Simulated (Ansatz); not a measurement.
Start from `C[SiH2]B(F)Cl` and change one element to get `C[SiH2][Ga]([F])[Cl]`.

Ansatz, PBE0-D4/def2-TZVP geometries, multiplicity 1. Each molecule was computed in one conformer, which needn't be the lowest.

Scalar relativity is left out up to krypton.

```json
{"property": "HOMO energy (PBE0/def2-TZVPP) / eV", "`C[SiH2]B(F)Cl`": "-8.38"}
{"property": "HOMO energy (B3LYP/def2-TZVPP) / eV", "`C[SiH2]B(F)Cl`": "-8.18"}
{"property": "LUMO energy (B3LYP/def2-TZVPP) / eV", "`C[SiH2]B(F)Cl`": "-1.72"}
{"property": "size of the dipole moment (B3LYP/def2-TZVPP) / D", "`C[SiH2]B(F)Cl`": "1.41"}
{"property": "HOMO–LUMO gap (PBE0/def2-TZVPP) / eV", "`C[SiH2]B(F)Cl`": "6.84"}
{"property": "HOMO energy (PBE/def2-TZVPP) / eV", "`C[SiH2]B(F)Cl`": "-7.08"}
```

(1) Give the same properties after the change, and the shifts. (Estimate.)

Answers

(1) Computed: 
```csv
property,`C[SiH2][Ga]([F])[Cl]`,shift
HOMO energy (PBE0/def2-TZVPP) / eV,-8.36,0.02
HOMO energy (B3LYP/def2-TZVPP) / eV,-8.15,0.03
LUMO energy (B3LYP/def2-TZVPP) / eV,-1.92,-0.20
size of the dipole moment (B3LYP/def2-TZVPP) / D,3.87,2.46
HOMO–LUMO gap (PBE0/def2-TZVPP) / eV,6.66,-0.18
HOMO energy (PBE/def2-TZVPP) / eV,-7.15,-0.07
```

Dipoles are sizes alone; their direction can turn.

B3LYP here is the variant with VWN-RPA as its local correlation; programs differ in this.
